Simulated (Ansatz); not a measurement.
Input for Ansatz (a quantum-chemistry and plane-wave program): R-CCSD(T)/def2-SVP on F6W (SMILES [F][W]([F])([F])([F])([F])[F]). Elements past Kr take the def2 small-core potentials; no spin–orbit coupling.

Ansatz 0.2 input:
```yaml
crystal:
  periodic: [false, false, false]
  atoms:
    - {symbol: W, position_ang: [-0.00001603, 0.00001161, -0.00001872]}
    - {symbol: F, position_ang: [1.67795438, -0.67167322, 0.37414287]}
    - {symbol: F, position_ang: [-0.44917793, -0.12674153, 1.78573476]}
    - {symbol: F, position_ang: [-0.62406878, -1.71453135, -0.27864846]}
    - {symbol: F, position_ang: [0.62395537, 1.71451253, 0.27903550]}
    - {symbol: F, position_ang: [0.44921223, 0.12701092, -1.78573695]}
    - {symbol: F, position_ang: [-1.67795924, 0.67151104, -0.37460901]}
basis:
  gaussian:
    orbitals: def2-SVP
magnetization: {spin_polarized: false}
correlation: {method: ccsd_t, electrons: outside_noble_gas}
scf: {lower_state_search: off}
```

Output:

```
WARN ansatz: RAYON_NUM_THREADS=4 ignored (pool sized by the plan → 4); use --threads N
Functional definition: HF
these checks for a lower state are left out or cut short: stability, starts, cluster_reference, orbital_swaps, neighbouring_geometries, increment
integrals: 0.19 GiB planned
1073 factors; integrals over basis functions are off by at most 6.6e-4 eV
mean field: 0.44 GiB planned
mean field evaluation 1: about -18022.2566 eV, gradient 7.9e1 eV
mean field evaluation 2: about -18022.4520 eV, gradient 8.0e1 eV
mean field evaluation 4: about -18033.5884 eV, gradient 3.3e0 eV
mean field evaluation 8: about -18033.6557 eV, gradient 2.8e-1 eV
mean field -18033.65602759 eV, -662.7246353628 hartree, gradient 2.1e-6 eV, S^2 0.000000; 0 other end points of the search recorded, 0 dependent functions left out
10 core orbitals not correlated
reference -18033.65602759 eV, -662.7246353628 hartree; 24, 24 occupied and 82, 82 virtual orbitals, 1073 factors
second order -37.38746068 eV of doubles, -0.00000000 eV of singles
coupled cluster: 0.72 GiB planned
cycle   1  -34.71025211 eV  change     2.7e0 eV  update   2.8e-1
cycle   2  -36.22187958 eV  change    -1.5e0 eV  update   1.5e-1
cycle   3  -36.43736482 eV  change   -2.2e-1 eV  update   4.0e-2
cycle   4  -36.43125402 eV  change    6.1e-3 eV  update   1.0e-2
cycle   5  -36.41089562 eV  change    2.0e-2 eV  update   2.8e-3
cycle   6  -36.41198146 eV  change   -1.1e-3 eV  update   9.8e-4
cycle   7  -36.41247628 eV  change   -4.9e-4 eV  update   3.1e-4
cycle   8  -36.41206869 eV  change    4.1e-4 eV  update   6.7e-5
cycle   9  -36.41206206 eV  change    6.6e-6 eV  update   1.6e-5
perturbative correction -1.13732521 eV, -0.0417959306 hartree
Total energy: -18071.20541486 eV, -664.1045498931 hartree
Checks for a lower state left out: stability, starts, cluster_reference, orbital_swaps, neighbouring_geometries, increment
```

The calculation finished and met its thresholds.

Cost: roughly 50 core-seconds.
